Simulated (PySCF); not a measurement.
## What settings do to a single point of BiI3

The sound run of BiI3 (singlet) uses PySCF 2.14.0, RKS r2SCAN, Bi def2-SVP with ECP60, I def2-SVP with ECP28; non-relativistic Hamiltonian with scalar-relativistic core potentials where named; density fitting; no spin-orbit coupling, grid (50, 194), threshold 1e-8 Eh and 55 cycles, at the relaxed geometry:

```xyz
4

Bi    0.0030    0.9385    0.0000
I    -1.2578   -0.3713    2.1775
I    -1.2578   -0.3713   -2.1775
I     2.5191   -0.3575    0.0000
```

There Bi1 has a Mulliken charge of 0.56 e and the dipole about the centre of mass is 2.83 D. Each run below changes one thing and starts from free metal ions and neutral atoms unless it says otherwise; with 55 cycles, smearing, a level shift and second-order steps follow where DIIS fails, and their cycles count. Energy shifts count from the sound run.

```
                                                change    outcome  cycles  energy shift (eV)  largest force component (eV/Å)  charge on Bi1 (e)  dipole about the centre of mass (D)
                                all coordinates × 1.12  converged      11               1.09                            2.45               0.63                                 3.81
                                      threshold 0.0001  converged       6             0.0005                            0.01               0.57                                 2.94
start from the bare core Hamiltonian, limit 100 cycles  converged      13             0.0000                            0.00               0.56                                 2.83
                                        grid (40, 110)  converged      10              -0.13                            0.21               0.56                                 2.83
```

(1) How does the run with this change end: charge changed by +1, spin kept, limit 70 cycles?

Forces carry noise of the integration grid, about 0.01 to 0.03 eV/Å.

No frequency check is given that shows the relaxed geometry to be a minimum.

Answers

(1) outcome refused.
